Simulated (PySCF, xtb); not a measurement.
Bi(Cl)(OH)2 (BiClH2O2), SMILES [OH][Bi]([OH])[Cl].

xtb with GFN2-xTB at its own geometry gives an orbital gap of 5.99 eV and a dipole moment of 2.94 D.

The structure is a stationary point at B3LYP-D3(BJ)/def2-SVP. The def2 effective core potentials stand for the cores of Bi; spin–orbit coupling is left out. The values are those of a single conformer.

### Question
What does ωB97X/def2-TZVPD (PySCF) give? (An estimate is asked for; the answer gives what the named calculation found.)

### Answer
gap 10.83 eV (levels -10.91 and -0.07 eV), dipole 2.32 D.
